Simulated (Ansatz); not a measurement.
Basis-set extrapolation for B2H2OS2 (`SB1OBS1`) (PBE0-D4/def2-TZVP geometry, frozen core, Ansatz 0.2.0). Multiplicity 1, RHF reference.

```csv
,def2-TZVPP,def2-QZVPP
HF,-920.683327,-920.710929
MP2 correlation,-0.763703,-0.825512
CCSD(T) correlation,-0.839090,not run
```

Energies in hartree. Use E(X) = E(∞) + A·exp(−7.88·√X) for Hartree–Fock and E(X) = E(∞) + B·X^(−2.97) for correlation, with X = 3 and 4, and add CCSD(T) minus MP2 of the smaller set to the MP2 limit.

**Question.** What is the CCSD(T) energy at the basis-set limit?

**Answer.** HF limit: -920.710929 + (-0.027602) × 0.13774 = -920.71473. MP2 limit: -0.825512 + (-0.061809) × 0.74074 = -0.87130. Higher-order term: -0.839090 − (-0.763703) = -0.07539. Total: -921.66142 hartree, 3.78 eV below CCSD(T)/def2-TZVPP.
